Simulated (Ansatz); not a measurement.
`CC[SiH](C)C[SiH](C)C[SiH](C)C[SiH](C)C` with charge -1. Total charge -1; doublet. Geometry PBE-D4/def2-SVP, that of the neutral singlet; atoms count from 1.

```xyz
44

C     0.1185    3.2121   -4.6315
C    -0.8406    3.9133   -3.6598
Si   -1.7171    2.7535   -2.4306
C    -2.8205    1.5208   -3.3513
C    -0.4500    1.8152   -1.3739
Si   -1.1469    0.9036    0.1364
C    -1.7468    2.1520    1.4235
C     0.1577   -0.2410    0.9025
Si   -0.4786   -1.4557    2.2137
C    -1.5203   -2.8014    1.3887
C     0.9451   -2.2435    3.1905
Si    2.3285   -3.0690    2.1886
C     3.2680   -4.3103    3.2670
C     3.5339   -1.7731    1.5144
H     0.9277    2.6768   -4.0918
H    -0.4068    2.4601   -5.2566
H     0.6074    3.9274   -5.3256
H    -1.6270    4.4672   -4.2193
H    -0.2988    4.6837   -3.0674
H    -2.5830    3.6063   -1.5310
H    -3.5824    2.0461   -3.9628
H    -2.2191    0.8813   -4.0301
H    -3.3501    0.8538   -2.6413
H     0.0717    1.0817   -2.0281
H     0.3264    2.5281   -1.0156
H    -2.3209    0.0611   -0.3114
H    -0.9043    2.7859    1.7704
H    -2.1738    1.6387    2.3083
H    -2.5231    2.8201    0.9996
H     0.6377   -0.8316    0.0905
H     0.9536    0.3981    1.3455
H    -1.3552   -0.6996    3.1881
H    -0.9040   -3.3969    0.6844
H    -1.9448   -3.4955    2.1426
H    -2.3616   -2.3570    0.8191
H     0.4980   -3.0046    3.8685
H     1.4057   -1.4738    3.8487
H     1.7236   -3.8170    1.0211
H     4.0803   -4.8037    2.6948
H     3.7258   -3.8022    4.1410
H     2.5920   -5.1019    3.6496
H     3.9874   -1.1928    2.3449
H     3.0294   -1.0581    0.8351
H     4.3572   -2.2581    0.9509
```

Single mean-field runs in def2-TZVP are fitted with def2-universal-jkfit. The highest occupied level of the charge -1 doublet lies above zero (up to 2.68 eV). By energy differences it is unbound by 1.69 eV (vertical, against the charge 0 singlet, at PBE0-D4/def2-TZVP) and held by the finite basis.

(1) Estimate the Mulliken populations of the heavy atoms from the PBE0/def2-TZVP orbitals of Ansatz.

(2) Where does the spin sit?

(3) And the Mayer bond orders between heavy atoms (over 0.3)?

Answers

(1) 
| atom | charge (e) | spin (α − β) |
| --- | --- | --- |
| C1 | -0.11 | -0.27 |
| C2 | -0.24 | -0.04 |
| Si3 | 0.21 | 0.11 |
| C4 | -0.38 | -0.12 |
| C5 | -0.03 | -0.34 |
| Si6 | 0.13 | 0.17 |
| C7 | -0.46 | -0.05 |
| C8 | -0.11 | -0.28 |
| Si9 | 0.20 | 0.11 |
| C10 | -0.49 | -0.02 |
| C11 | -0.23 | -0.16 |
| Si12 | 0.24 | 0.09 |
| C13 | -0.28 | -0.21 |
| C14 | -0.20 | -0.28 |
Mulliken values depend strongly on the basis.

(2) Summed by element: C -1.75, Si 0.48, H 2.28, of 1 unpaired in all. Largest on single atoms: C5 -0.34, C14 -0.28, C8 -0.28.

(3) C1–C2 1.02 (1.53 Å); C2–Si3 0.96 (1.90 Å); Si3–C4 0.93 (1.89 Å); Si3–C5 0.84 (1.90 Å); C5–Si6 0.81 (1.90 Å); Si6–C7 0.96 (1.89 Å); Si6–C8 0.84 (1.90 Å); C8–Si9 0.88 (1.90 Å); Si9–C10 0.98 (1.89 Å); Si9–C11 0.90 (1.90 Å); C11–Si12 0.94 (1.90 Å); Si12–C13 0.92 (1.89 Å); Si12–C14 0.91 (1.89 Å).
